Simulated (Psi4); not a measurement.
Psi4 input (wB97X-D/6-31G*):

```
memory 1500 MB

molecule {
0 2
N    -2.16592800    1.00684300    0.42265000
Si   -1.18502100   -0.23846600   -0.23961100
N     0.37986200   -0.09546500    0.49204600
Si    1.95555200   -0.32900200   -0.19241200
H    -3.17045400    0.95660400    0.43268600
H    -1.81832900    1.93301500    0.62248700
H    -0.91174800   -0.16128200   -1.71053200
H     0.35361200   -0.00133100    1.50034200
H     2.88754100    0.70421000    0.32319000
H     1.83525500   -0.21273300   -1.66074500
H     2.53915000   -1.65358300    0.13802900
symmetry c1
no_reorient
no_com
}

set {
  basis 6-31G*
  reference uks
  scf_type pk
  dft_radial_points 99
  dft_spherical_points 590
  e_convergence 1e-8
  d_convergence 1e-7
  maxiter 150
}

e = energy('wb97x-d')
print_out(f'\nFINAL {e:.10f} DIPOLE {variable("CURRENT DIPOLE")[0]:.6f} {variable("CURRENT DIPOLE")[1]:.6f} {variable("CURRENT DIPOLE")[2]:.6f}\n')
```

Output:

```
   => Loading Basis Set <=

    Name: 6-31G*
    Role: ORBITAL
    Keyword: BASIS
    atoms 1, 3 entry N          line   128 file 6-31gs.gbs
    atoms 2, 4 entry SI         line   268 file 6-31gs.gbs
    atoms 5-11 entry H          line    44 file 6-31gs.gbs

   => WB97X-D: Empirical Dispersion <=

    Chai and Head-Gordon Dispersion Correction
    Chai, J.-D.; Head-Gordon, M. (2010), J. Chem. Phys., 132: 6615-6620

        s6 =       1.000000

         ---------------------------------------------------------
                                   SCF
               by Justin Turney, Rob Parrish, Andy Simmonett
                          and Daniel G. A. Smith
                              UKS Reference
         ---------------------------------------------------------

  ==> Geometry <==

    Molecular point group: c1
    Full point group: C1

    Geometry (in Angstrom), charge = 0, multiplicity = 2:

       Center              X                  Y                   Z               Mass
    ------------   -----------------  -----------------  -----------------  -----------------
         N           -2.165928000000     1.006843000000     0.422650000000    14.003074004430
         SI          -1.185021000000    -0.238466000000    -0.239611000000    27.976926534650
         N            0.379862000000    -0.095465000000     0.492046000000    14.003074004430
         SI           1.955552000000    -0.329002000000    -0.192412000000    27.976926534650
         H           -3.170454000000     0.956604000000     0.432686000000     1.007825032230
         H           -1.818329000000     1.933015000000     0.622487000000     1.007825032230
         H           -0.911748000000    -0.161282000000    -1.710532000000     1.007825032230
         H            0.353612000000    -0.001331000000     1.500342000000     1.007825032230
         H            2.887541000000     0.704210000000     0.323190000000     1.007825032230
         H            1.835255000000    -0.212733000000    -1.660745000000     1.007825032230
         H            2.539150000000    -1.653583000000     0.138029000000     1.007825032230

  Running in c1 symmetry.

  Rotational constants: A =      0.52533  B =      0.06305  C =      0.05971 [cm^-1]
  Rotational constants: A =  15748.84741  B =   1890.13587  C =   1789.97816 [MHz]
  Nuclear repulsion =  214.791028101696185

  Charge       = 0
  Multiplicity = 2
  Electrons    = 49
  Nalpha       = 25
  Nbeta        = 24

  ==> Algorithm <==

  SCF Algorithm Type is PK.
  DIIS enabled.
  MOM disabled.
  Fractional occupation disabled.
  Guess Type is SAD.
  Energy threshold   = 1.00e-08
  Density threshold  = 1.00e-07
  Integral threshold = 1.00e-12

  ==> Primary Basis <==

  Basis Set: 6-31G*
    Blend: 6-31G*
    Number of shells: 42
    Number of basis functions: 82
    Number of Cartesian functions: 82
    Spherical Harmonics?: false
    Max angular momentum: 2

  ==> DFT Potential <==

   => LibXC <=

    Version 7.1.2
    S. Lehtola, C. Steigemann, M. J. T. Oliveira, and M. A. L. Marques,  SoftwareX 7, 1–5 (2018) (10.1016/j.softx.2017.11.002)

   => Composite Functional: WB97X-D <=

    wB97X-D Hyb-GGA Exchange-Correlation Functional

    J.-D. Chai and M. Head-Gordon,  Phys. Chem. Chem. Phys. 10, 6615–6620 (2008) (10.1039/B810189B)

    Deriv               =              1
    GGA                 =           TRUE
    Meta                =          FALSE

    Exchange Hybrid     =           TRUE
    MP2 Hybrid          =          FALSE

   => Exchange-Correlation Functionals <=

    1.0000   wB97X-D range-separated functional

   => Exact (HF) Exchange <=

    0.7780            HF,LR [omega = 0.2000]
    0.2220               HF

   => LibXC Density Thresholds  <==

    XC_HYB_GGA_XC_WB97X_D:  1.00E-14

   => Molecular Quadrature <=

    Radial Scheme          =       TREUTLER
    Pruning Scheme         =           NONE
    Nuclear Scheme         =       TREUTLER

    Blocking Scheme        =         OCTREE
    BS radius alpha        =              1
    Pruning alpha          =              1
    Radial Points          =             99
    Spherical Points       =            590
    Total Points           =         607842
    Total Blocks           =           4277
    Max Points             =            256
    Max Functions          =             80
    Weights Tolerance      =       1.00E-15

  ==> Integral Setup <==

  Using in-core PK algorithm.
   Calculation information:
      Number of atoms:                  11
      Number of AO shells:              42
      Number of primitives:            112
      Number of atomic orbitals:        82
      Number of basis functions:        82

      Integral cutoff                 1.00e-12
      Number of threads:                 1

  Performing in-core PK
  Using 17375718 doubles for integral storage.
  We computed 353967 shell quartets total.
  Whereas there are 408156 unique shell quartets.

  Computing range-separated integrals for PK
  We computed 353967 wK shell quartets total.
  Whereas there are 408156 wK unique shell quartets.

  ==> DiskJK: Disk-Based J/K Matrices <==

    J tasked:                  Yes
    K tasked:                  Yes
    wK tasked:                 Yes
    Omega:               2.000E-01
    Schwarz Cutoff:          1E-12


  Cached 50.0% of DFT collocation blocks in 0.565 [GiB].

  Minimum eigenvalue in the overlap matrix is 8.7696086856E-03.
  Reciprocal condition number of the overlap matrix is 1.3582439029E-03.
    Using symmetric orthogonalization.

  ==> Pre-Iterations <==

  SCF Guess: Superposition of Atomic Densities via on-the-fly atomic UHF (no occupation information).

   -------------------------
    Irrep   Nso     Nmo
   -------------------------
     A         82      82
   -------------------------
    Total      82      82
   -------------------------

  ==> Iterations <==

                        Total Energy        Delta E     RMS |[F,P]|

   @UKS iter SAD:  -691.84053459512563   -6.91841e+02   0.00000e+00
   @UKS iter   1:  -692.32741680941206   -4.86882e-01   1.00934e-02 ADIIS/DIIS
   @UKS iter   2:  -692.29115725510997    3.62596e-02   1.05999e-02 ADIIS/DIIS
   @UKS iter   3:  -692.62560643786787   -3.34449e-01   6.84471e-04 ADIIS/DIIS
   @UKS iter   4:  -692.62696239348213   -1.35596e-03   3.83307e-04 ADIIS/DIIS
   @UKS iter   5:  -692.62741132580686   -4.48932e-04   1.08016e-04 ADIIS/DIIS
   @UKS iter   6:  -692.62745757654307   -4.62507e-05   1.79824e-05 DIIS
   @UKS iter   7:  -692.62746153499131   -3.95845e-06   5.32463e-06 DIIS
   @UKS iter   8:  -692.62746216094604   -6.25955e-07   1.89945e-06 DIIS
   @UKS iter   9:  -692.62746223446152   -7.35155e-08   6.77720e-07 DIIS
   @UKS iter  10:  -692.62746224385762   -9.39610e-09   1.89458e-07 DIIS
   @UKS iter  11:  -692.62746224460705   -7.49424e-10   6.08910e-08 DIIS
  Energy and wave function converged.

  ==> Post-Iterations <==

   Electrons on quadrature grid:
      Nalpha   =   25.0000029483 ; deviation = 2.948e-06
      Nbeta    =   24.0000019680 ; deviation = 1.968e-06
      Ntotal   =   49.0000049163 ; deviation = 4.916e-06

   @Spin Contamination Metric:   1.836566797E-03
   @S^2 Expected:                7.500000000E-01
   @S^2 Observed:                7.518365668E-01
   @S   Expected:                5.000000000E-01
   @S   Observed:                5.000000000E-01

    Orbital Energies [Eh]
    ---------------------

    Alpha Occupied:

       1A    -66.288810     2A    -66.282065     3A    -14.435807
       4A    -14.431672     5A     -5.399224     6A     -5.397875
       7A     -3.746071     8A     -3.743649     9A     -3.742926
      10A     -3.742408    11A     -3.741995    12A     -3.741531
      13A     -0.953271    14A     -0.929417    15A     -0.639271
      16A     -0.617399    17A     -0.578837    18A     -0.534702
      19A     -0.469832    20A     -0.450670    21A     -0.440284
      22A     -0.419783    23A     -0.367363    24A     -0.341759
      25A     -0.248200

    Alpha Virtual:

      26A      0.094438    27A      0.122340    28A      0.152441
      29A      0.158414    30A      0.173722    31A      0.202120
      32A      0.216636    33A      0.224041    34A      0.235295
      35A      0.255398    36A      0.288360    37A      0.324407
      38A      0.332695    39A      0.342408    40A      0.347020
      41A      0.417608    42A      0.455686    43A      0.466075
      44A      0.580269    45A      0.641061    46A      0.688137
      47A      0.695611    48A      0.739995    49A      0.764235
      50A      0.776250    51A      0.803379    52A      0.849069
      53A      0.902873    54A      0.934401    55A      0.975902
      56A      1.002156    57A      1.015082    58A      1.018622
      59A      1.079892    60A      1.134905    61A      1.158210
      62A      1.166607    63A      1.205183    64A      1.240086
      65A      1.261336    66A      1.275681    67A      1.285809
      68A      1.323343    69A      1.773185    70A      1.851631
      71A      1.931529    72A      1.987249    73A      2.255048
      74A      2.304256    75A      2.358692    76A      2.475516
      77A      2.503592    78A      2.538733    79A      3.027035
      80A      3.072687    81A      3.787880    82A      3.801425

    Beta Occupied:

       1A    -66.286046     2A    -66.282063     3A    -14.433978
       4A    -14.429993     5A     -5.397873     6A     -5.396134
       7A     -3.742944     8A     -3.741997     9A     -3.741786
      10A     -3.741508    11A     -3.740645    12A     -3.738345
      13A     -0.948129    14A     -0.924734    15A     -0.635734
      16A     -0.606343    17A     -0.574366    18A     -0.530088
      19A     -0.464608    20A     -0.437492    21A     -0.436156
      22A     -0.418731    23A     -0.351267    24A     -0.333290

    Beta Virtual:

      25A     -0.003108    26A      0.097691    27A      0.128629
      28A      0.153431    29A      0.164689    30A      0.175658
      31A      0.208913    32A      0.218749    33A      0.231732
      34A      0.237452    35A      0.263387    36A      0.289182
      37A      0.326219    38A      0.333545    39A      0.347607
      40A      0.356116    41A      0.420756    42A      0.466730
      43A      0.475342    44A      0.592704    45A      0.650187
      46A      0.693143    47A      0.713565    48A      0.753265
      49A      0.768413    50A      0.781926    51A      0.816844
      52A      0.859957    53A      0.910756    54A      0.941654
      55A      0.980063    56A      1.006437    57A      1.019189
      58A      1.022053    59A      1.085308    60A      1.146843
      61A      1.160696    62A      1.170939    63A      1.210045
      64A      1.242845    65A      1.266057    66A      1.277030
      67A      1.289513    68A      1.326490    69A      1.776164
      70A      1.857372    71A      1.937231    72A      1.994416
      73A      2.257770    74A      2.309636    75A      2.361751
      76A      2.478661    77A      2.506807    78A      2.542557
      79A      3.027648    80A      3.090181    81A      3.791944
      82A      3.805634

    Final Occupation by Irrep:
              A
    DOCC [    24 ]
    SOCC [     1 ]
    NA   [    25 ]
    NB   [    24 ]

  @UKS Final Energy:  -692.62746224460705

   => Energetics <=

    Nuclear Repulsion Energy =            214.7910281016961846
    One-Electron Energy =               -1383.3560885580286595
    Two-Electron Energy =                 517.5464326135190731
    DFT Exchange-Correlation Energy =     -41.6050376452265240
    Empirical Dispersion Energy =          -0.0037967565671231
    VV10 Nonlocal Energy =                  0.0000000000000000
    Total Energy =                       -692.6274622446070452

  UHF NO Occupations:
  HONO-2 :   23  A 1.9998389
  HONO-1 :   24  A 1.9994093
  HONO-0 :   25  A 1.0000000
  LUNO+0 :   26  A 0.0005907
  LUNO+1 :   27  A 0.0001611
  LUNO+2 :   28  A 0.0000856
  LUNO+3 :   29  A 0.0000404

Computation Completed

Properties will be evaluated at   0.000000,   0.000000,   0.000000 [a0]

Properties computed using the SCF density matrix

 Multipole Moments:

 ------------------------------------------------------------------------------------
     Multipole            Electronic (a.u.)      Nuclear  (a.u.)        Total (a.u.)
 ------------------------------------------------------------------------------------

 L = 1.  Multiply by 2.5417464519 to convert [e a0] to [Debye]
 Dipole X            :         -0.2900585           -0.0000019           -0.2900604
 Dipole Y            :          0.4904694           -0.0000113            0.4904581
 Dipole Z            :          0.4628656            0.0000132            0.4628788
 Magnitude           :                                                    0.7341260

 ------------------------------------------------------------------------------------

FINAL -692.6274622446 DIPOLE -0.290060 0.490458 0.462879

*** Psi4 exiting successfully. Buy a developer a beer!
```

The geometry given is a B3LYP-D3(BJ)/def2-TZVP minimum.
